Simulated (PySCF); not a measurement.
Cl₃H₃OSi₂, SMILES [SiH3]O[Si](Cl)(Cl)Cl. Atoms are numbered in the order given.

```xyz
9

Si    -2.7031     0.2993    -0.6010
O     -1.0916     0.6279    -0.2897
Si     0.3735     0.0430     0.0753
Cl     0.9734    -1.2866    -1.3528
Cl     1.6982     1.5837     0.1653
Cl     0.3183    -0.9118     1.8785
H     -3.3030    -0.3742     0.5852
H     -2.7999    -0.5877    -1.7945
H     -3.3780     1.5981    -0.8601
```
Charge 0, spin multiplicity 1.

Geometry optimised at PBE0-D3(BJ)/def2-SVP. One conformer was computed; it need not be the lowest.

Calculation: PySCF with B3LYP/pcSseg-1.

GIAO shieldings, no solvent; atoms listed in one row are averaged. δ = σ(ref) − σ: ²⁹Si against TMS (σ = 338.7 ppm); ¹⁷O against H2O (σ = 333.8 ppm); ³⁵Cl against HCl (σ = 933.3 ppm); ¹H against TMS (σ = 31.68 ppm), references at their B3LYP-D3(BJ)/def2-TZVP geometries, non-relativistic (without spin–orbit terms, shifts of atoms bonded to Cl or Br come out too high).

Q: Estimate the chemical shifts. (Estimate from the structure and the level; the computed values follow.)

A: 
```tsv
nucleus	atoms	count	δ (ppm)
²⁹Si	Si3	1	-19.8
²⁹Si	Si1	1	-39.9
¹⁷O	O2	1	93.5
³⁵Cl	Cl5	1	149.0
³⁵Cl	Cl6	1	147.9
³⁵Cl	Cl4	1	147.8
¹H	H7, H8, H9	3	5.25
```
